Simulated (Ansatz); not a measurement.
BH₃ + `CC#N` → `[BH3-][N+]#CC`  (adduct formation)

Calculated with Ansatz (gas phase, PBE0-D4/def2-TZVP geometries, no zero-point term in ΔE). CCSD(T)/CBS is extrapolated from def2-TZVPP and def2-QZVPP, frozen cores. DFT in def2-TZVPP. B3LYP here is the variant with VWN-RPA as its local correlation; programs differ in this.

BH₃:

Cartesian coordinates in Å:
```
B 0.000 0.000 0.000
H 0.548 -0.290 1.020
H 0.609 0.542 -0.871
H -1.157 -0.252 -0.148
```

`CC#N`:

Cartesian coordinates in Å:
```
C -0.045 0.265 -0.406
C 0.089 -0.524 0.802
N 0.195 -1.150 1.760
H 0.402 1.250 -0.262
H 0.459 -0.232 -1.236
H -1.099 0.391 -0.657
```

`[BH3-][N+]#CC`:

Cartesian coordinates in Å:
```
B 1.986 0.303 -0.550
N 0.521 0.081 -0.145
C -0.568 -0.085 0.157
C -1.944 -0.297 0.538
H 1.972 0.483 -1.748
H 2.353 1.277 0.069
H 2.572 -0.708 -0.231
H -2.108 -1.352 0.764
H -2.179 0.298 1.423
H -2.605 0.000 -0.277
```

```json
{"level": "revPBE-D4", "ΔE (kJ/mol)": "-118.8", "difference from CCSD(T)/CBS": "-29.1"}
{"level": "PBE0-D4", "ΔE (kJ/mol)": "-119.3", "difference from CCSD(T)/CBS": "-29.6"}
{"level": "B3LYP-D4", "ΔE (kJ/mol)": "-100.2", "difference from CCSD(T)/CBS": "-10.5"}
{"level": "r2SCAN0-D4", "ΔE (kJ/mol)": "-112.2", "difference from CCSD(T)/CBS": "-22.5"}
{"level": "BHLYP-D4", "ΔE (kJ/mol)": "-87.6", "difference from CCSD(T)/CBS": "2.1"}
{"level": "r2SCAN0", "ΔE (kJ/mol)": "-110.5", "difference from CCSD(T)/CBS": "-20.8"}
{"level": "LC-ωPBE", "ΔE (kJ/mol)": "-103.0", "difference from CCSD(T)/CBS": "-13.3"}
{"level": "MP2/def2-SVP", "ΔE (kJ/mol)": "-100.6", "difference from CCSD(T)/CBS": "-10.9"}
{"level": "CCSD(T)/def2-TZVPP", "ΔE (kJ/mol)": "-86.2", "difference from CCSD(T)/CBS": "3.5"}
{"level": "MP2/def2-QZVPP", "ΔE (kJ/mol)": "-95.3", "difference from CCSD(T)/CBS": "-5.6"}
{"level": "CCSD(T)/def2-QZVPP", "ΔE (kJ/mol)": "-88.3", "difference from CCSD(T)/CBS": "1.4"}
{"level": "CCSD/CBS(def2)", "ΔE (kJ/mol)": "-81.8", "difference from CCSD(T)/CBS": "7.9"}
{"level": "CCSD/cc-pV(D+d)Z", "ΔE (kJ/mol)": "-73.0", "difference from CCSD(T)/CBS": "16.7"}
{"level": "CCSD(T)/cc-pV(D+d)Z", "ΔE (kJ/mol)": "-78.8", "difference from CCSD(T)/CBS": "10.9"}
{"level": "HF/cc-pV(T+d)Z", "ΔE (kJ/mol)": "-32.2", "difference from CCSD(T)/CBS": "57.5"}
{"level": "CCSD(T)/CBS(cc)", "ΔE (kJ/mol)": "-88.9", "difference from CCSD(T)/CBS": "0.8"}
{"level": "CCSD(T)/CBS", "ΔE (kJ/mol)": "-89.7", "difference from CCSD(T)/CBS": "0"}
```

Task: What do rigid-rotor, harmonic-oscillator terms from PBE0-D4/def2-TZVP frequencies (298.15 K, 1 bar) make of the CCSD(T)/CBS value? (Best estimate.)

Result: The calculation gave: ΔZPE = +14.4 kJ/mol, ΔH = -79.3 kJ/mol, ΔS = -127 J/(mol·K), ΔG = -41.3 kJ/mol. Modes under 50 cm⁻¹ make the entropy rough.

Largest T1 diagnostic among the species: 0.013.

At CCSD(T), def2-SVP lies −3.9 kJ/mol from the extrapolated value and def2-TZVPP +3.5 kJ/mol. From r2SCAN to r2SCAN0 (25 % exact exchange), in def2-TZVPP and without D4, ΔE moves by +6.9 kJ/mol.
